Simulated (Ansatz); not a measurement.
Consider the ligand exchange at a Ge–N bond: `[NH2][Ge][Cl]` + H₂S → `[SH][Ge][Cl]` + NH₃.

Calculated with Ansatz (gas phase, PBE0-D4/def2-TZVP geometries, no zero-point term in ΔE). CBS: MP2 limit from def2 TZ/QZ plus the TZ coupled-cluster correction, frozen cores. This one scheme is used for every species. Functionals use def2-TZVPP. B3LYP here is the variant with VWN-RPA as its local correlation; programs differ in this. For Ge outer-core shells are correlated without core-valence functions, which leaves a few kJ/mol of doubt a bond. Scalar relativity is left out up to krypton. Each species was taken in one conformer, which may not be the lowest.

```csv
level,ΔE (kJ/mol)
B3LYP-D4,-25.9
BHLYP-D4,-23.0
BHLYP,-19.5
HF/def2-SVP,-12.5
CCSD/def2-SVP,-11.4
CCSD(T)/def2-SVP,-12.8
MP2/def2-TZVPP,-19.0
MP2/def2-QZVPP,-20.8
```

Task: What does CCSD(T)/CBS give? (Estimate.)

Result: Computed: -21.3 kJ/mol. The listed levels differ from it by -4.6, -1.7, 1.8, 8.8, 9.9, 8.5, 2.3, 0.5 kJ/mol.

Task: What do rigid-rotor, harmonic-oscillator terms from PBE0-D4/def2-TZVP frequencies (298.15 K, 1 bar) make of the CCSD(T)/CBS value? (Estimate.)

Result: Computed: ΔZPE = +7.8 kJ/mol, ΔH = -12.9 kJ/mol, ΔS = -2 J/(mol·K), ΔG = -12.3 kJ/mol.

Largest T1 diagnostic among the species: 0.014.

From BLYP to BHLYP (50 % exact exchange), in def2-TZVPP and without D4, ΔE moves by +6.6 kJ/mol. At CCSD(T), def2-SVP lies +8.5 kJ/mol from the extrapolated value and def2-TZVPP +3.3 kJ/mol.
